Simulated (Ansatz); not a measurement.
cis-Sn(H2O)2Cl4 (SnCl4O2H4). The state is a singlet with charge 0. Geometry PBE0-D4/def2-SVP, basis def2-TZVP, Ansatz.

```json
{"run": "A", "HOMO (eV)": "-8.80", "LUMO (eV)": "-2.86"}
{"run": "B", "HOMO (eV)": "-12.16", "LUMO (eV)": "0.96"}
{"run": "C", "HOMO (eV)": "-7.82", "LUMO (eV)": "-3.43"}
{"run": "D", "HOMO (eV)": "-7.74", "LUMO (eV)": "-3.56"}
{"run": "E", "HOMO (eV)": "-8.50", "LUMO (eV)": "-3.15"}
{"run": "F", "HOMO (eV)": "-7.36", "LUMO (eV)": "-3.68"}
```

In the def2 sets Sn takes a core potential; there is no spin–orbit coupling. B3LYP takes the VWN-RPA correlation.

Problem. The runs used B3LYP, B97M-V, HF, PBE, PBE0, r2SCAN. Estimate which is which.

Solution. A PBE0 (25 % exact exchange); B HF (100 % exact exchange); C B97M-V (0 % exact exchange); D r2SCAN (0 % exact exchange); E B3LYP (20 % exact exchange); F PBE (0 % exact exchange). Exact exchange lowers occupied and raises empty levels; among semilocal functionals meta-GGAs tend to open the gap a little, and such runs are hard to tell apart. The gap grows from 3.67 eV (PBE) to 13.12 eV (HF).
